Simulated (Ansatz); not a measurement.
Geometry optimisation, RKS PBE-D4/def2-SVP (Ansatz 0.2.0).

input.yaml

```yaml
crystal:
  periodic: [false, false, false]
  atoms:
    - { symbol: Al, position_ang: [0.0, 0.0, 0.0] }
    - { symbol: Cl, position_ang: [0.0, 0.0, 2.23] }
    - { symbol: Cl, position_ang: [1.9312, 0.0, -1.115] }
    - { symbol: O, position_ang: [-1.5415, 0.0, -0.89] }
    - { symbol: H, position_ang: [-2.0512, -0.8467, -0.6815] }
basis:
  gaussian: { orbitals: def2-SVP }
hamiltonian:
  xc: pbe
  dispersion: d4
relax:
  f_tol: 0.02
  max_steps: 40
output:
  orbitals: {}
```

Command:

```bash
$ ansatz run input.yaml --threads 1 --pin off --max-ram 2048MiB --backend cpu --events-out ev --progress --plain --runs-dir out
```

Question: Where does it end, and by what steps?

Answer: It converged. After 6 steps the energy has fallen by 0.468 eV; H5 moved furthest, 0.41 Å.

```csv
step,energy less start (eV),largest force component (eV/Å),accepted
0,0.0000,1.703,yes
1,-0.2083,2.104,yes
2,-0.2256,2.649,yes
3,-0.4275,0.666,yes
4,-0.4185,0.369,no
5,-0.4681,0.072,yes
6,-0.4683,0.019,yes
```

```xyz
5
Properties=species:S:1:pos:R:3
Al 0.052 -0.104 -0.010
Cl 0.005 -0.063 2.091
Cl 1.855 0.172 -1.035
O -1.349 -0.355 -0.947
H -2.224 -0.497 -0.554
```

Whether the end is a true minimum wasn't checked by a vibrational analysis.

Time of the run: 17 s on 1 thread of Arm Neoverse V1, on a shared host, peak memory 0.14 GiB.
